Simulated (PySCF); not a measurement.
C₂H₇ClOSi₂, SMILES C=C([SiH3])O[SiH2]Cl.

Coordinates come from a B3LYP-D3(BJ)/def2-SVP optimisation. The structure was generated by enumeration, and PubChem lists no compound with its InChIKey, so it may never have been made. One conformer was computed; it need not be the lowest.

Calculation: TDA-B3LYP/def2-SVPD (PySCF).

Vertical excitations. Isolated molecule, no solvent.

| state | energy (eV) | λ (nm) | f | main pairs |
|---|---|---|---|---|
| S1 | 6.13 | 202 | 0.019 | HOMO→LUMO+1 65 %, HOMO→LUMO 26 % |
| S2 | 6.32 | 196 | 0.027 | HOMO→LUMO+2 90 % |
| S3 | 6.56 | 189 | 0.064 | HOMO→LUMO+3 45 %, HOMO→LUMO 23 %, HOMO→LUMO+1 16 % |
| S4 | 6.75 | 184 | 0.004 | HOMO−1→LUMO 65 %, HOMO→LUMO+3 22 % |
| S5 | 6.92 | 179 | 0.154 | HOMO→LUMO 30 %, HOMO→LUMO+3 23 %, HOMO→LUMO+4 13 %, HOMO→LUMO+1 12 % |
| S6 | 6.95 | 178 | 0.021 | HOMO→LUMO+4 69 %, HOMO−1→LUMO 14 % |
| S7 | 7.15 | 173 | 0.020 | HOMO→LUMO+5 87 % |
| S8 | 7.35 | 169 | 0.010 | HOMO−2→LUMO 89 % |
| S9 | 7.46 | 166 | 0.011 | HOMO→LUMO+6 90 % |
| S10 | 7.59 | 163 | 0.007 | HOMO−1→LUMO+1 90 % |
| T1 | 4.08 | 304 | 0 | HOMO→LUMO 89 % |
| T2 | 6.05 | 205 | 0 | HOMO→LUMO+1 67 %, HOMO→LUMO+2 25 % |
| T3 | 6.20 | 200 | 0 | HOMO→LUMO+2 72 %, HOMO→LUMO+1 23 % |
| T4 | 6.27 | 198 | 0 | HOMO−1→LUMO 84 % |
Triplets are in the Tamm–Dancoff approximation.
